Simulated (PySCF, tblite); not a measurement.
Bond stretch in SMILES [F][Be][F], singlet. The Be1–F3 bond (Be1 also carries F; F3 carries nothing else) is stretched with both fragments frozen at the PBE0/def2-TZVP optimised geometry.

- GFN2-xTB, 300 K electronic temperature (tblite)
- CASSCF(2,2)/6-31G (PySCF)
- RCCSD = CCSD on RHF/6-31G, 2 core orbitals frozen (PySCF)
- RKS-M06-2X = PySCF with restricted M06-2X/6-31G
- RHF/6-31G (PySCF)

Energies are in kJ/mol, each relative to the lowest point of its own curve near equilibrium.

```tsv
R / Å	GFN2-xTB	CASSCF(2,2)	RCCSD	RKS-M06-2X	RHF
1.04	426.0	473.9	491.5	463.7	467.4
1.09	262.7	313.9	328.2	304.9	307.7
1.16	119.9	162.9	172.6	155.3	157.1
1.25	30.2	55.1	59.5	49.3	50.1
1.31	(withheld)	19.4	21.1	15.1	15.5
1.35	0.4	6.7	7.3	3.9	4.0
1.38	0.0	1.7	1.9	0.2	0.3
1.41	(withheld)	0.0	0.0	0.0	0.0
1.46	10.4	3.5	3.4	5.9	6.0
1.51	(withheld)	13.2	13.3	18.0	18.4
1.61	54.3	45.6	46.5	55.2	56.3
1.72	94.1	92.9	95.4	107.9	110.3
1.87	149.4	164.5	170.6	187.5	192.1
2.08	221.2	261.8	275.5	298.2	306.7
2.28	280.9	340.6	365.2	393.9	407.1
2.46	327.1	396.3	434.3	469.5	487.7
2.74	385.7	(withheld)	518.6	567.7	594.9
3.06	435.9	492.1	583.6	655.3	694.6
3.35	468.9	508.5	618.6	717.3	769.0
3.68	495.4	517.1	(withheld)	773.0	839.0
4.15	—	(withheld)	648.8	830.3	915.2
4.84	—	523.0	650.9	879.7	986.6
```

**Question.** Complete the blanks.

**Answer.** 
- 1.31, GFN2-xTB: 6.2
- 1.41, GFN2-xTB: 2.2
- 1.51, GFN2-xTB: 22.6
- 2.74, CASSCF(2,2): 455.3
- 3.68, RCCSD: 638.9
- 4.15, CASSCF(2,2): 521.5

A dash means that the run gave no value there, or that the column was ended at a point which the program doubted or which failed a test of continuity chosen for this set; such a test can also cut sound points.

The T1 diagnostic of CCSD on the restricted reference of RCCSD exceeds 0.045 at 2.74 to 4.84 Å. At the longest distance RKS-M06-2X leaves fractional charges on the fragments, a sign of delocalisation error or of the restricted form. The restricted form behind RKS-M06-2X, RHF keeps the bonding electrons paired and can't separate into open-shell fragments.
